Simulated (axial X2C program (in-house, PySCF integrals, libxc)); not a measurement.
## Potential curves of GeN⁺, two-component

All values were computed with an axial X2C code built on PySCF integrals. Two-component (2c) means X2C with spin–orbit coupling and atomic mean-field two-electron Coulomb and Gaunt terms. Basis: Ge dyall-cv3z [9s9p7d4f1g], N dyall-av3z [7s7p3d2f] (cores contracted in-house); Gaussian nuclei, density fitting, unrestricted open shells. Masses: Ge 73.921 u, N 14.003 u.

State: Ω = 1 (⟨Sz⟩ = 1.00, ⟨Lz⟩ = 0.00 at PBE0). Energies in eV from the lowest point of each curve. Fits are polynomials in 1 − R0/R over 0.85 to 1.23 times the lowest point R0.

```csv
R (Å),PBE0,BP86
1.6574,0.7941,0.9362
1.7336,0.3252,0.4242
1.7907,0.1264,0.1922
1.8478,0.0256,0.0581
1.9050,0.0000,0.0000
1.9717,0.0417,0.0053
2.0384,0.1393,0.0690
2.1241,0.3200,0.2107
2.2288,0.5888,0.4414
2.3813,1.0021,0.8304
```

Occupations by symmetry block were frozen at the best pattern of an incomplete PBE0 search. Density functionals use the spin component along the axis (collinear). With several unpaired electrons one determinant need not be a pure state. Open-shell Ω = 0 determinants with evenly filled partner blocks cannot be reached by this program, so the Ω shown need not be the lowest component. At some level and bond length an empty orbital lies below a filled one. This is the Ω = 1 component of a π² triplet; the 0⁺ component is not one determinant and can lie lowest.

Task: Fit the PBE0 curve near its minimum: give the equilibrium distance and the harmonic wavenumber.

Result: At PBE0, 2c: Re = 1.899 Å, ωe ≈ 644 cm⁻¹; Be follows as 0.397 cm⁻¹.

Task: Fit the BP86 curve near its minimum: give the equilibrium distance and the harmonic wavenumber.

Result: At BP86, 2c: Re = 1.932 Å, ωe ≈ 602 cm⁻¹; Be follows as 0.383 cm⁻¹.
